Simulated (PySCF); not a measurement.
# Correlation energy of Cs (caesium, neutral)

[Xe] 5d1, 2D determinant (an excited configuration). Computed with PySCF 2.14 in x2c-QZVPPall, with the spin-free X2C one-electron Hamiltonian (Gaussian nucleus). Frozen: [Kr] 4d10; 9 electrons correlated.

MP2 pair energies summed by pair of shells (mhartree):

```json
{"pair": "5p-5p", "energy": "-115.82", "share (%)": "65.9"}
{"pair": "5s-5p", "energy": "-37.77", "share (%)": "21.5"}
{"pair": "5p-5d", "energy": "-14.31", "share (%)": "8.1"}
{"pair": "5s-5s", "energy": "-6.58", "share (%)": "3.7"}
{"pair": "5s-5d", "energy": "-1.25", "share (%)": "0.7"}
```

Total MP2 correlation energy: -175.73 mhartree.

Same-spin part -43.42 and opposite-spin part -132.31 mhartree; SCS-MP2 scales them by 1/3 and 6/5 to -173.25 mhartree.

This basis was not built for core-valence correlation, so the inner-shell part is incomplete.
